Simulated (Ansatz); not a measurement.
An input meant for V2S4 (charge 0, singlet).

```yaml
crystal:
  periodic: [false, false, false]
  atoms:
    - {symbol: V, position_ang: [-1.145822, -0.298087, 0.256942]}
    - {symbol: V, position_ang: [0.379091, -0.623383, -0.608695]}
    - {symbol: S, position_ang: [-0.244295, 1.687351, -0.805077]}
    - {symbol: S, position_ang: [0.792399, -0.135036, 1.706046]}
    - {symbol: S, position_ang: [-1.238734, -2.131716, -1.037206]}
    - {symbol: S, position_ang: [1.457352, 1.500861, 0.487990]}
basis:
  gaussian: {orbitals: def2-SVPD}
total_charge: -2
magnetization: {spin_polarized: true, initial_magnetization: 0}
hamiltonian: {xc: {name: PBE}, dispersion: d3bjatm}
output: {forces: true}
```

```sh
$ ansatz run in.yaml --threads 4 --pin off --events-out ev --progress --plain --max-ram 4787MiB
```

Shortened log:

```
Functional definition: PBE
1882 factors; their error is unknown
mean field evaluation 1: about -94643.1955 eV, gradient 8.0e1 eV
mean field evaluation 2: about -93901.8311 eV, gradient 2.5e2 eV
mean field evaluation 4: about -94654.5190 eV, gradient 5.3e1 eV
mean field evaluation 8: about -94654.5202 eV, gradient 5.3e1 eV
mean field evaluation 16: about -94669.9412 eV, gradient 1.0e-3 eV
mean field evaluation 32: about -94669.9744 eV, gradient 2.7e-5 eV
mean field evaluation 64: about -94668.6374 eV, gradient 8.7e0 eV
mean field evaluation 96: about -94669.1156 eV, gradient 1.5e0 eV
mean field evaluation 128: about -94669.7862 eV, gradient 1.2e0 eV
mean field -94669.97436638 eV, -3479.0573883510 hartree, gradient 2.4e-6 eV, S^2 0.624540; 10 other end points of the search recorded, 0 dependent functions left out
reference -94669.97439914 eV, -3479.0573895551 hartree; 56, 56 occupied and 120, 120 virtual orbitals, 1882 factors
Total energy: -94670.38838168 eV, -3479.0726031329 hartree
Atom 0 at    -1.145822    -0.298087     0.256942 Å, force    -1.760704     1.040912     1.482135 eV/Å
Atom 1 at     0.379091    -0.623383    -0.608695 Å, force     2.463099     0.183520    -0.883773 eV/Å
Atom 2 at    -0.244295     1.687351    -0.805077 Å, force    -1.687690     0.773506    -1.076801 eV/Å
Atom 3 at     0.792399    -0.135036     1.706046 Å, force    -0.550791    -1.222102     1.673244 eV/Å
Atom 4 at    -1.238734    -2.131716    -1.037206 Å, force    -0.563857    -1.476546    -0.839205 eV/Å
Atom 5 at     1.457352     1.500861     0.487990 Å, force     2.099943     0.700711    -0.355600 eV/Å
Dipole moment:     0.394403     0.221694    -0.002120 e Å
```

In this input the charge is far from what the species holds (-2 typed, 0 meant). Self-consistency was reached. The result belongs to that input, not to the species as meant.

A multiply charged anion in the gas phase is held together partly by the finite basis. The unrestricted singlet has broken spin symmetry (⟨S²⟩ up to 0.62).
